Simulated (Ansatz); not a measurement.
Cost and result up the ladder for Sn₄H₂ (6 atoms). Charge 0, multiplicity 1. Geometry: PBE0-D4/def2-SVP.

Cartesian coordinates in Å:
```
Sn 0.998 -1.242 1.165
Sn 1.808 0.406 -1.120
Sn -1.655 -1.395 -0.074
Sn -0.679 1.208 -0.165
H -0.986 2.464 0.976
H 0.515 -1.441 -0.782
```

Ansatz on 4 threads of Arm Neoverse V1 on a shared host. Times are rough, and most runs start from the orbitals of an earlier one. PBE0-D4/def2-TZVP serves as the yardstick here, not as an exact answer. Differences are given only for rows in sets of like size (and for xTB, whose basis is part of the method), since another set adds its own error. Binding counts from free atoms at the same level (Sn triplet, H doublet; other spins of the atoms weren't run), without zero-point energy or a counterpoise term.

In the def2 sets Sn takes a core potential; there is no spin–orbit coupling. HSE06 is defined as in plane-wave codes, on full-range PBE exchange. Correlated methods freeze 16 core orbitals; core or outer-core shells of Sn are correlated, in sets that lack core-valence functions. The rows differ in basis, and correlated rows in double-zeta sets carry the largest basis error. Another isomer (singlet) lies 0.08 eV lower at PBE0-D4/def2-TZVP; other spin states weren't run for this one.

Correlated methods converge slowly with the basis, most of all in double-zeta sets.

| level | functions | wall time | binding energy per atom (eV) | difference from PBE0-D4/def2-TZVP (eV) |
| --- | --- | --- | --- | --- |
| PBE-D4/def2-SVP | 114 | 1.3 s | 2.23 | – |
| LDA (SPW92)/def2-TZVP | 212 | 1.5 s | 2.66 | 0.49 |
| PBE0-D4/def2-SVP | 114 | 2.5 s | 2.14 | – |
| PBE-D4/def2-TZVP (with forces) | 212 | 3.5 s | 2.25 | 0.09 |
| PBE0-D4/def2-TZVP | 212 | 5.5 s | 2.17 | 0.00 |
| HSE06-D4/def2-TZVP | 212 | 5.5 s | 2.17 | 0.00 |
| MP2/def2-TZVP | 212 | 5.5 s | 2.11 | -0.06 |
| r2SCAN-D4/def2-TZVP | 212 | 6 s | 2.18 | 0.01 |
| CCSD(T)/def2-SVP | 114 | 22 s | 1.89 | – |
